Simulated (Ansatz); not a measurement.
Input for Ansatz (an electronic-structure program): R-wB97X-V/def2-TZVPP on Cd, 2S+1 = 1, a spin state set in the input, which need not be the lowest. Elements past Kr take the def2 small-core potentials; no spin–orbit coupling.

Ansatz 0.2 input:
```yaml
crystal:
  periodic: [false, false, false]
  atoms:
    - {symbol: Cd, position_ang: [0.00000000, 0.00000000, 0.00000000]}
basis:
  gaussian:
    orbitals: def2-TZVPP
hamiltonian:
  xc: {name: wB97X-V}
scf: {lower_state_search: full}
```

The log:

```
Functional definition: wB97X-V
[...]
integrals: 0.02 GiB planned
387 factors; their error is unknown
integrals: 0.05 GiB planned
60 factors; integrals over basis functions are off by at most 5.0e-5 eV
mean field: 0.16 GiB planned
mean field evaluation 1: about -4564.5088 eV, gradient 3.2e0 eV
mean field evaluation 2: about -4564.5248 eV, gradient 2.3e0 eV
mean field evaluation 4: about -4564.5319 eV, gradient 2.3e-2 eV
mean field evaluation 8: about -4564.5859 eV, gradient 7.4e-5 eV
mean field evaluation 16: about -4564.5294 eV, gradient 7.0e-1 eV
mean field evaluation 32: about -4564.5859 eV, gradient 2.0e-1 eV
mean field -4564.58590942 eV, -167.7454381838 hartree, gradient 7.4e-5 eV, S^2 0.000000; 2 other end points of the search recorded, 0 dependent functions left out
reference -4564.58590825 eV, -167.7454381407 hartree; 10, 10 occupied and 46, 46 virtual orbitals, 387 factors
Total energy: -4564.58590825 eV, -167.7454381407 hartree
```

The run converged.

Cost: about 4 core-seconds (a rough figure).
